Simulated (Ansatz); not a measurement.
Computed with Ansatz on PBE0-D4/def2-TZVP structures; ΔE is electronic, products minus reactants. CBS: MP2 limit from def2 TZ/QZ plus the TZ coupled-cluster correction, frozen cores. Double bonds are as drawn, so ΔE can hold a change between cis and trans. Functionals use def2-TZVPP. One conformer a species, not always the lowest.

Reaction (formal exchange of groups at a C–O bond): `C=C(F)O[SiH3]` + `F/C=C/F` → `C=C(F)/C(F)=C/F` + silanol

`C=C(F)O[SiH3]`:

Z-matrix (Å, degrees):
```
Si
O 1 1.672
H 1 1.478 2 103.5
H 1 1.482 2 110.5 3 -118.8
H 1 1.482 2 110.6 3 118.8
C 2 1.324 1 126.6 3 180.0
F 6 1.343 2 112.0 1 0.1
C 6 1.321 2 126.7 1 -179.9
H 8 1.078 6 119.9 2 -180.0
H 8 1.079 6 119.6 2 0.0
```

`F/C=C/F`:

Z-matrix (Å, degrees):
```
C
C 1 1.319
F 1 1.334 2 120.4
H 1 1.083 2 124.9 3 180.0
F 2 1.335 1 120.4 3 -180.0
H 2 1.083 1 124.9 3 0.0
```

`C=C(F)/C(F)=C/F`:

```xyz
10

C    -1.693   -0.419   -0.689
C    -0.418   -0.512   -0.349
F     0.292   -1.617   -0.620
C     0.366    0.503    0.329
F    -0.294    1.622    0.621
C     1.648    0.367    0.653
F     2.310    1.333    1.273
H    -2.188   -1.236   -1.195
H    -2.244    0.481   -0.460
H     2.222   -0.521    0.436
```

`O[SiH3]`:

```xyz
6

O    -0.059    1.068   -0.706
Si   -0.066   -0.382    0.076
H     0.357    1.811   -0.267
H     1.316   -0.868    0.345
H    -0.764   -1.326   -0.826
H    -0.784   -0.302    1.378
```

```csv
level,ΔE (kJ/mol)
PBE-D4,-39.4
ωB97X-V,-31.9
B2PLYP,-37.7
MP2/CBS(def2),-46.6
```

Q: What does CCSD(T)/CBS give? (An estimate is asked.)

A: Computed: -42.1 kJ/mol. The listed levels differ from it by 2.7, 10.2, 4.4, -4.5 kJ/mol.

Largest T1 diagnostic among the species: 0.013.

In def2-TZVPP, CCSD(T) changes the Hartree–Fock value by −12.1 kJ/mol (the triples alone add −2.0 kJ/mol) and MP2 by −16.7 kJ/mol.
